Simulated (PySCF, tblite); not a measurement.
A database entry of computed molecular properties. Lists by class give the value and the number of equivalent atoms.

```json
{
 "formula": "C7H13OP",
 "smiles": "COC1=C(C)CP(C)C1",
 "inchi": "InChI=1S/C7H13OP/c1-6-4-9(3)5-7(6)8-2/h4-5H2,1-3H3",
 "charge": 0,
 "multiplicity": 1,
 "geometry_level": "GFN2-xTB",
 "electronic_structure_code": "PySCF",
 "results": {
  "GFN2-xTB geometry": {
   "point_group": "C1",
   "rotational_constants_GHz": [1.87, 1.118, 0.827]
  },
  "PBE0/pcSseg-1 ground state and GIAO shieldings, non-relativistic": {
   "dipole_D": 1.47,
   "homo_eV": -5.85,
   "lumo_eV": 0.9,
   "shift_vs_computed_TMS_C_by_class_ppm": [
    [157.5, 1],
    [113.4, 1],
    [57.3, 1],
    [38.7, 1],
    [33.4, 1],
    [16.5, 1],
    [14.5, 1]
   ],
   "shift_vs_computed_TMS_H_by_class_ppm": [
    [3.87, 3],
    [2.5, 2],
    [2.19, 2],
    [1.75, 3],
    [0.99, 3]
   ],
   "shielding_other_nuclei_by_class_ppm": [
    ["O", 243.9, 1],
    ["P", 370.2, 1]
   ]
  },
  "GFN2-xTB harmonic vibrations, gas phase": {
   "strongest_ir_bands_cm-1_km_per_mol_modes": [
    [1151.4, 67.8, 1],
    [1244.5, 186.9, 1],
    [1278.3, 63.8, 1],
    [1731.9, 44.3, 1],
    [2918.7, 65.2, 1],
    [3001.6, 41.6, 1]
   ],
   "zpe_kcal_per_mol": 114.5
  }
 }
}
```

The zero-point energy, half the sum of the 60 harmonic wavenumbers, equals 40040 cm⁻¹ or 479 kJ/mol. With B = h/(8π²I), that is 505.379 GHz u Å² over I, the principal moments of inertia are 270.3, 452.0 and 610.9 u Å² (most abundant isotopes). The dipole equals about 4.9 × 10⁻³⁰ C·m (1 D = 3.33564 × 10⁻³⁰ C·m). The rotational constants make it an asymmetric top with κ = (2B − A − C)/(A − C) = -0.44, nearer the prolate limit (−1). A dipole of 1.47 D is allowed in C1, and pure rotational transitions are dipole-allowed.

 NMR classes are plain means over equivalent atoms (diastereotopic ones count apart unless rotation or inversion swaps them), as if these changed places fast; in this geometry the members of some classes differ.

For the vibration job (GFN2-xTB), run on one thread, Arm Neoverse N1, on a shared host.

One conformer stands for the species.
